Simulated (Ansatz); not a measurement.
`[Cl][InH][GeH3]` + H–F → `[F][InH][Cl]` + GeH₄ at 700 K and 1 bar (cleavage of the In–Ge bond).

Isolated molecules relaxed with PBE0-D4/def2-TZVP in Ansatz; ΔE leaves out vibrations. CCSD(T)/CBS adds triple-zeta CCSD(T) − MP2 to the extrapolated MP2 energy (def2 sets, frozen cores). This one scheme is used for every species. Elements past krypton have def2 core potentials. For Ge, In outer-core shells are correlated without core-valence functions, which leaves a few kJ/mol of doubt a bond. Scalar relativity is left out up to krypton.

| species | CCSD(T)/CBS energy (Eh) | H − E (kJ/mol) | S (J/(mol·K)) |
| --- | --- | --- | --- |
| `[Cl][InH][GeH3]` | -2728.15341 | 144.4 | 464.6 |
| H–F | -100.39570 | 45.2 | 198.5 |
| `[F][InH][Cl]` | -750.05448 | 66.1 | 368.2 |
| GeH₄ | -2078.49493 | 112.9 | 267.3 |

H − E and S are ideal-gas, rigid-rotor, harmonic terms from PBE0-D4/def2-TZVP. 1 Eh = 2625.50 kJ/mol, R = 8.31446 J/(mol·K).

Task: By hand: ΔE, ΔH, ΔS and ΔG.

Result: ΔE = (-750.05448) + (-2078.49493) − (-2728.15341) − (-100.39570) = -0.00030 Eh = -0.8 kJ/mol. Δ(H − E) = 66.1 + 112.9 − 144.4 − 45.2 = -10.6, so ΔH = -11.4 kJ/mol. ΔS = 368.2 + 267.3 − 464.6 − 198.5 = -27.6 J/(mol·K). ΔG = -11.4 − 700 × (-27.6)/1000 = 7.9 kJ/mol.

Task: By hand: the equilibrium constant, and the temperature at which ΔG would vanish if ΔH and ΔS stayed fixed.

Result: log₁₀ K = −ΔG/(RT ln 10) = -0.6. ΔG = 0 at ΔH/ΔS = 413 K.

TΔS isn't small against ΔH here. A doubt of 5 kJ/mol in ΔE shifts log₁₀ K by 0.4 here. Modes under 60 cm⁻¹, often nearly free rotors, make the harmonic entropy too high. These are equilibria of isolated gas molecules and say nothing of rates. Largest T1 diagnostic: 0.015 (customary marks: 0.02 for closed shells, 0.045 for open ones).
